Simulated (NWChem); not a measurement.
System: C$_{4}$H$_{6}$S; SMILES C=C=CSC

Input file for NWChem:

```
start job
memory heap 200 mb stack 900 mb global 1100 mb
geometry units angstroms noautosym nocenter noautoz
  C     -0.320687     2.519142     0.000346
  C      0.349348     1.393931    -0.000525
  C      1.025440     0.269426    -0.001490
  S      0.387224    -1.369561     0.000024
  C     -1.385372    -1.060174     0.001760
  H     -0.607717     3.015443     0.935364
  H     -0.611077     3.014887    -0.933930
  H      2.122111     0.288581    -0.003482
  H     -1.872423    -2.044800     0.002030
  H     -1.688710    -0.502901     0.900029
  H     -1.690318    -0.502544    -0.895732
end
basis spherical
  C library def2-svp
  S library def2-svp
  H library def2-svp
end
dft
  xc b3lyp
  iterations 150
end
cosmo
  do_cosmo_smd true
  solvent water
end
task dft energy
```

NWChem printed, in part:

```
             Northwest Computational Chemistry Package (NWChem) 7.3.0
             --------------------------------------------------------

                             Geometry "geometry" -> ""
                             -------------------------

 Output coordinates in angstroms (scale by  1.889725989 to convert to a.u.)

  No.       Tag          Charge          X              Y              Z
 ---- ---------------- ---------- -------------- -------------- --------------
    1 C                    6.0000    -0.32068700     2.51914200     0.00034600
    2 C                    6.0000     0.34934800     1.39393100    -0.00052500
    3 C                    6.0000     1.02544000     0.26942600    -0.00149000
    4 S                   16.0000     0.38722400    -1.36956100     0.00002400
    5 C                    6.0000    -1.38537200    -1.06017400     0.00176000
    6 H                    1.0000    -0.60771700     3.01544300     0.93536400
    7 H                    1.0000    -0.61107700     3.01488700    -0.93393000
    8 H                    1.0000     2.12211100     0.28858100    -0.00348200
    9 H                    1.0000    -1.87242300    -2.04480000     0.00203000
   10 H                    1.0000    -1.68871000    -0.50290100     0.90002900
   11 H                    1.0000    -1.69031800    -0.50254400    -0.89573200

 Effective nuclear repulsion energy (a.u.)     198.9398285720

                                 NWChem DFT Module
                                 -----------------

 Summary of "ao basis" -> "ao basis" (spherical)
 ------------------------------------------------------------------------------
       Tag                 Description            Shells   Functions and Types
 ---------------- ------------------------------  ------  ---------------------
 C                          def2-svp                 6       14   3s2p1d
 S                          def2-svp                 8       18   4s3p1d
 H                          def2-svp                 3        5   2s1p

 in cosmo_initialize ...
 calling solv_data for solv:h2o

 solvent parameters
 solvname_short: h2o
 solvname_long:  water
 dielec:       78.4000
 dielecinf:     1.7769
 aqueous SMD model solvent descriptors
 dielec:       78.4000
 sola:          0.8200

          ---------------
          -cosmo- solvent
          ---------------
 Cosmo: York-Karplus, doi: 10.1021/jp992097l
 dielectric constant -eps-     =  78.40
 screen = (eps-1)/(eps    )    =   0.98724
 surface charge correction     = lagrangian

   van der Waals surface
 --------------------------

 ---------- ATOMIC COORDINATES (A.U.) ------------ VDWR(ANG.) --
     1   -0.60601056    4.76048811    0.00065385     1.850
     2    0.66017199    2.63414764   -0.00099211     1.850
     3    1.93780062    0.50914131   -0.00281569     1.850
     4    0.73174726   -2.58809501    0.00004535     2.490
     5   -2.61797347   -2.00343836    0.00332592     1.850
     6   -1.14841861    5.69836100    1.76758166     1.200
     7   -1.15476809    5.69731032   -1.76487179     1.200
     8    4.01020831    0.54533902   -0.00658003     1.200
     9   -3.53836640   -3.86411170    0.00383614     1.200
    10   -3.19119917   -0.95034509    1.70080819     1.200
    11   -3.19423785   -0.94967046   -1.69268804     1.200
 number of segments per atom =        128
 number of   points per atom =        128
 atom (   nspa,  nppa )
 ----------------------
    1 (     71,     0 )       0
    2 (     51,     0 )       0
    3 (     30,     0 )       0
    4 (     82,     0 )       0
    5 (     42,     0 )       0
    6 (     53,     0 )       0
    7 (     53,     0 )       0
    8 (     52,     0 )       0
    9 (     50,     0 )       0
   10 (     52,     0 )       0
   11 (     52,     0 )       0
 number of -cosmo- surface points =      588
 molecular surface =    135.879 angstrom**2
 molecular volume  =    118.942 angstrom**3
 -lineq- algorithm             =   0
 -bem- low  level              =   3
 -bem- from -octahedral-
 gaussian surface charge width =   4.50000
 degree of switching           =   1.00000
 switching function tolerance  =   0.00010
 atomic radii =
 --------------
    1  6.000  1.850
    2  6.000  1.850
    3  6.000  1.850
    4 16.000  2.490
    5  6.000  1.850
    6  1.000  1.200
    7  1.000  1.200
    8  1.000  1.200
    9  1.000  1.200
   10  1.000  1.200
   11  1.000  1.200
 ...... end of -cosmo- initialization ......

 nat:                    11
 ixmem:                  6636
 calling mnsol_interface()
 G(SMD-CDS) energy (kcal/mol)  =     4.033
 SMD-CDS SASA (angstrom**2)    =   154.424

            General Information
            -------------------
          SCF calculation type: DFT
          Wavefunction type:  closed shell.
          No. of atoms     :    11
          No. of electrons :    46
           Alpha electrons :    23
            Beta electrons :    23
          Charge           :     0
          Spin multiplicity:     1
          Use of symmetry is: off; symmetry adaption is: off
          Maximum number of iterations: 150
          AO basis - number of functions:   104
                     number of shells:    50
          Convergence on energy requested:  1.00D-06
          Convergence on density requested:  1.00D-05
          Convergence on gradient requested:  5.00D-04

              XC Information
              --------------
                         B3LYP Method XC Potential
                     Hartree-Fock (Exact) Exchange  0.200
                        Slater Exchange Functional  0.800 local
                    Becke 1988 Exchange Functional  0.720 non-local
              Lee-Yang-Parr Correlation Functional  0.810
                  VWN I RPA Correlation Functional  0.190 local

             Grid Information
             ----------------
          Grid used for XC integration:  medium
          Radial quadrature: Mura-Knowles
          Angular quadrature: Lebedev.
          Tag              B.-S. Rad. Rad. Pts. Rad. Cut. Ang. Pts.
          ---              ---------- --------- --------- ---------
          C                   0.70       49          12.0       434
          S                   1.00       88          12.0       590
          H                   0.35       45          13.0       434
          Grid pruning is: on
          Number of quadrature shells:   554
          Spatial weights used:  Erf1

      Superposition of Atomic Density Guess
      -------------------------------------

 Sum of atomic energies:        -550.84223462

      Non-variational initial energy
      ------------------------------

 Total energy =    -553.649112
 1-e energy   =   -1148.744785
 2-e energy   =     396.155844
 HOMO         =      -0.225908
 LUMO         =      -0.000320

   convergence    iter        energy       DeltaE   RMS-Dens  Diis-err
 ---------------- ----- ----------------- --------- --------- ---------
     COSMO gas phase
 d= 0,ls=0.0,diis     1   -553.8906731268 -7.53D+02  9.22D-03  4.02D-01
 d= 0,ls=0.0,diis     2   -553.9192008582 -2.85D-02  4.84D-03  1.46D-01
 d= 0,ls=0.0,diis     3   -553.9248955174 -5.69D-03  2.34D-03  1.03D-01
 d= 0,ls=0.0,diis     4   -553.9385543388 -1.37D-02  5.31D-04  4.34D-03
 d= 0,ls=0.0,diis     5   -553.9391547146 -6.00D-04  1.32D-04  1.80D-04
  Resetting Diis
 d= 0,ls=0.0,diis     6   -553.9391764940 -2.18D-05  4.30D-05  1.51D-05
 d= 0,ls=0.0,diis     7   -553.9391784693 -1.98D-06  2.89D-05  1.85D-06
 d= 0,ls=0.0,diis     8   -553.9391778076  6.62D-07  1.78D-05  6.68D-06
 d= 0,ls=0.0,diis     9   -553.9391787356 -9.28D-07  1.26D-06  1.49D-08

   convergence    iter        energy       DeltaE   RMS-Dens  Diis-err
 ---------------- ----- ----------------- --------- --------- ---------
     COSMO solvation phase
 d= 0,ls=0.0,diis     1   -553.9377891144  1.39D-03  1.49D-03  1.68D-03
 d= 0,ls=0.0,diis     2   -553.9382910297 -5.02D-04  3.09D-04  5.73D-04
 d= 0,ls=0.0,diis     3   -553.9383518995 -6.09D-05  1.26D-04  2.04D-04
 d= 0,ls=0.0,diis     4   -553.9383765643 -2.47D-05  4.51D-05  3.42D-05
 d= 0,ls=0.0,diis     5   -553.9383810524 -4.49D-06  7.02D-06  5.95D-07
 d= 0,ls=0.0,diis     6   -553.9383811244 -7.19D-08  2.66D-06  7.64D-08

         Total DFT energy =     -553.938381124351
      One electron energy =    -1153.370837639715
           Coulomb energy =      449.842585799806
    Exchange-Corr. energy =      -49.552266527023
 Nuclear repulsion energy =      198.939828572021

             COSMO energy =        0.202308670561

 Numeric. integr. density =       46.000004746548

                                COSMO-SMD solvation results
                                ---------------------------

             internal energy in gas <Psi(g)|H|Psi(g)> =      -553.939178735592
         internal energy in solvent <Psi(s)|H|Psi(s)> =      -553.938485073009
                               delta internal energy  =         0.000693662583 (    0.44 kcal/mol)
   total free energy in solvent <Psi(s)|H+V/2|Psi(s)> =      -553.944808848625
 polarization energy contribution <Psi(s)|V/2|Psi(s)> =        -0.006323775616 (   -3.97 kcal/mol)
    total free energy in solvent including G(SMD-CDS) =      -553.938381124351
                       G(SMD-CDS) energy contribution =         0.006427724275 (    4.03 kcal/mol)
     1 M fixed-concentration free energy of solvation =         0.000797611241 (    0.50 kcal/mol)

                       DFT Final Molecular Orbital Analysis
                       ------------------------------------

 Vector   21  Occ=2.000000D+00  E=-3.130692D-01
              MO Center=  4.3D-01,  1.3D-01, -5.4D-04, r^2= 3.1D+00
   Bfn.  Coefficient  Atom+Function         Bfn.  Coefficient  Atom+Function
  ----- ------------  ---------------      ----- ------------  ---------------
    34      0.380514   3 C  pz               55      0.296111   4 S  pz
    37      0.263445   3 C  pz               52      0.235821   4 S  pz
    20      0.229853   2 C  pz               66     -0.139144   5 C  pz
    49      0.133856   4 S  pz               23      0.118389   2 C  pz
    75     -0.115529   6 H  s                80      0.115507   7 H  s

 Vector   22  Occ=2.000000D+00  E=-2.759408D-01
              MO Center=  8.6D-02,  1.6D+00, -1.6D-04, r^2= 2.7D+00
   Bfn.  Coefficient  Atom+Function         Bfn.  Coefficient  Atom+Function
  ----- ------------  ---------------      ----- ------------  ---------------
     4      0.359292   1 C  px               18      0.309407   2 C  px
     7      0.242437   1 C  px                5      0.210341   1 C  py
    54      0.193828   4 S  py               19      0.187464   2 C  py
    21      0.176368   2 C  px                8      0.154764   1 C  py
    51      0.155076   4 S  py               22      0.152613   2 C  py

 Vector   23  Occ=2.000000D+00  E=-2.152824D-01
              MO Center=  3.0D-01, -3.1D-01, -8.2D-05, r^2= 3.6D+00
   Bfn.  Coefficient  Atom+Function         Bfn.  Coefficient  Atom+Function
  ----- ------------  ---------------      ----- ------------  ---------------
    55      0.561383   4 S  pz               52      0.371421   4 S  pz
    20     -0.310417   2 C  pz               23     -0.237006   2 C  pz
    49      0.209529   4 S  pz               34     -0.200443   3 C  pz
    37     -0.132924   3 C  pz               75      0.110625   6 H  s
    80     -0.110631   7 H  s                95     -0.098614  10 H  s

 Vector   24  Occ=0.000000D+00  E=-8.673573D-03
              MO Center=  1.9D-01,  1.3D+00, -2.7D-04, r^2= 3.8D+00
   Bfn.  Coefficient  Atom+Function         Bfn.  Coefficient  Atom+Function
  ----- ------------  ---------------      ----- ------------  ---------------
     7      0.499555   1 C  px               54     -0.440980   4 S  py
    18     -0.356366   2 C  px               21     -0.350583   2 C  px
     4      0.338823   1 C  px               22     -0.325354   2 C  py
    86      0.298832   8 H  s                36     -0.243119   3 C  py
     8      0.238690   1 C  py               46     -0.237192   4 S  s

 Vector   25  Occ=0.000000D+00  E= 1.156168D-02
              MO Center=  4.4D-01,  9.9D-01, -6.5D-04, r^2= 3.5D+00
   Bfn.  Coefficient  Atom+Function         Bfn.  Coefficient  Atom+Function
  ----- ------------  ---------------      ----- ------------  ---------------
    37     -0.605833   3 C  pz               23      0.553109   2 C  pz
    20      0.431392   2 C  pz               34     -0.411683   3 C  pz
    76     -0.401177   6 H  s                81      0.401300   7 H  s
    55      0.273616   4 S  pz                9      0.163709   1 C  pz
    75     -0.163549   6 H  s                80      0.163544   7 H  s

 Vector   26  Occ=0.000000D+00  E= 5.004529D-02
              MO Center= -5.2D-01, -1.0D+00,  9.5D-04, r^2= 4.5D+00
   Bfn.  Coefficient  Atom+Function         Bfn.  Coefficient  Atom+Function
  ----- ------------  ---------------      ----- ------------  ---------------
    63      2.004924   5 C  s                53      0.922725   4 S  px
    31     -0.870368   3 C  s                96     -0.726408  10 H  s
   101     -0.726226  11 H  s                91     -0.566569   9 H  s
    46     -0.501632   4 S  s                17      0.477259   2 C  s
    67      0.387569   5 C  px               86      0.341649   8 H  s

     Multipole analysis of the density
     ---------------------------------

     L   x y z        total         alpha         beta         nuclear
     -   - - -        -----         -----         ----         -------
     0   0 0 0     -0.000000    -23.000000    -23.000000     46.000000

     1   1 0 0     -0.548006     -0.141556     -0.141556     -0.264894
     1   0 1 0      0.266040      0.048323      0.048323      0.169395
     1   0 0 1      0.000325     -0.004759     -0.004759      0.009844

     2   2 0 0    -25.584175    -77.132051    -77.132051    128.679928
     2   1 1 0      0.677778     -4.168703     -4.168703      9.015185
     2   1 0 1     -0.004683      0.069355      0.069355     -0.143393
     2   0 2 0    -27.029545   -209.704795   -209.704795    392.380045
     2   0 1 1     -0.000381      0.028529      0.028529     -0.057438
     2   0 0 2    -28.918327    -20.457783    -20.457783     11.997239
```

Level: B3LYP/def2-SVP, SMD on the gas-phase geometry. Geometry: optimised at PBE0/def2-SVP. Solvent: water.
